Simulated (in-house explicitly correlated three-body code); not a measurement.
Computed with an exponentially correlated three-body code. Model: two electrons around a point charge, non-relativistic, variational in 260 exponentially correlated functions (energies converged to about 1e-7 hartree, or 1e-8 relative for large Z).

For two electrons in a singlet the Kohn-Sham orbital is the square root of half the density, so the exact Kohn-Sham potential and energy parts follow from the density alone, and exchange is minus half the Hartree energy. The Kohn-Sham level equals minus the binding energy of the second electron.

Command:
```bash
python run_hyl.py task.json out
```
Settings (lengths in bohr, energies in hartree):
```
Z                      0.95
interaction_strength   1
functions              260
states_tried           1
```

Run time, properties included: 7.7 s on 1 thread of Intel(R) Xeon(R) Platinum 8488C (Sapphire Rapids) (shared host).

**Ground state only, binding against the one-electron ion.**

Given: nuclear charge 0.95.

Computed: one-electron threshold -0.45125 hartree.

```csv
term,energy (hartree),binding (eV)
1 1S,-0.462124699,0.29592
```

**Converged states only, values per electron or pair.**

```json
{"term": "1 1S", "mean r (bohr)": "3.1661", "mean r squared (bohr²)": "17.663", "mean inverse r (1/bohr)": "0.62858", "mean r12 (bohr)": "5.2341", "mean inverse r12 (1/bohr)": "0.27005", "mean cosine": "-0.10235", "mean p1 dot p2 (bohr⁻²)": "0.025807", "delta r1 (bohr⁻³)": "0.13747", "delta r12 (bohr⁻³)": "0.0017904"}
```

**Exact Kohn-Sham parts of the ground state from its density.**

Computed: total energy -0.462124699 hartree; Kohn-Sham kinetic 0.43537 hartree; Hartree energy 0.68166 hartree; DFT correlation energy -0.044037 hartree; kinetic part of the DFT correlation energy 0.02675 hartree; exact minus restricted Hartree-Fock -0.040242 hartree; Kohn-Sham level -0.29592 eV; restricted Hartree-Fock level -0.79858 eV.

Question: What is the potential part of the DFT correlation energy?

Answer: -0.070787 hartree.

Question: What is the exchange energy?

Answer: -0.34083 hartree.

**Density and exact potentials over r, pair density (one pair, times 4 pi r12^2) and exact minus Kohn-Sham pair density over r12.**

| radius (bohr) | radial density (electrons/bohr) | exchange potential (hartree) | intracule density (1/bohr) | Coulomb hole against Kohn-Sham (1/bohr) | correlation potential (hartree) |
| --- | --- | --- | --- | --- | --- |
| 0.252 | 0.13658 | -0.61408 | 0.0017581 | -0.006411 | -0.071 |
| 0.307 | 0.18304 | -0.60809 | 0.0027006 | -0.009255 | -0.066 |
| 0.374 | 0.24007 | -0.59991 | 0.0041602 | -0.01323 | -0.059 |
| 0.457 | 0.30792 | -0.58872 | 0.0064624 | -0.01874 | -0.05 |
| 0.557 | ? | ? | ? | ? | ? |
| 0.68 | 0.4564 | -0.5552 | 0.015417 | -0.03499 | -0.025 |
| 0.829 | 0.52196 | -0.53163 | 0.023563 | -0.04544 | -0.008 |
| 1.01 | 0.56757 | -0.50311 | 0.035479 | -0.05606 | 0.01 |
| 1.23 | 0.58317 | -0.46977 | 0.052259 | -0.06452 | 0.029 |
| 1.5 | 0.56281 | -0.4319 | 0.074816 | -0.06739 | 0.047 |
| 1.84 | 0.50616 | -0.38961 | 0.10343 | -0.06045 | 0.061 |
| 2.24 | 0.42787 | -0.34728 | 0.1333 | -0.04237 | 0.066 |
| 2.73 | 0.34062 | -0.3048 | 0.15971 | -0.01544 | 0.061 |
| 3.33 | 0.25784 | -0.26374 | 0.17439 | 0.01256 | 0.048 |
| 4.06 | 0.18754 | -0.22556 | 0.17005 | 0.03129 | 0.03 |
| 4.96 | 0.13052 | -0.19056 | 0.1451 | 0.03479 | 0.015 |
| 6.04 | 0.086821 | -0.16001 | 0.10744 | 0.02572 | 0.007 |
| 7.37 | ? | ? | ? | ? | ? |
| 8.99 | 0.030356 | -0.11017 | 0.037619 | 0.003447 | 0.001 |
| 11 | 0.015206 | -0.090521 | 0.017994 | -0.0004981 | 0 |
| 13.4 | 0.0067699 | -0.074501 | 0.0077064 | -0.001097 | 0 |
| 16.3 | 0.0025914 | -0.061315 | 0.0028776 | -0.0006943 | 0 |
| 19.9 | 0.00080209 | -0.050244 | 0.00087726 | -0.0002865 | 0 |
| 24.3 | 0.00019529 | -0.041151 | 0.00021147 | -8.461e-05 | 0 |

Question: What belongs in the row 0.557?

Answer: radial density (electrons/bohr): 0.3816; exchange potential (hartree): -0.57414; intracule density (1/bohr): 0.0099801; Coulomb hole against Kohn-Sham (1/bohr): -0.02592; correlation potential (hartree): -0.039.

Question: What belongs in the row 7.37?

Answer: radial density (electrons/bohr): 0.053663; exchange potential (hartree): -0.13313; intracule density (1/bohr): 0.068262; Coulomb hole against Kohn-Sham (1/bohr): 0.01275; correlation potential (hartree): 0.002.

The correlation energy of density-functional theory lies 3.8 millihartree below exact minus Hartree-Fock, because the Hartree-Fock density, unlike the exact one, minimises the Hartree-Fock energy.
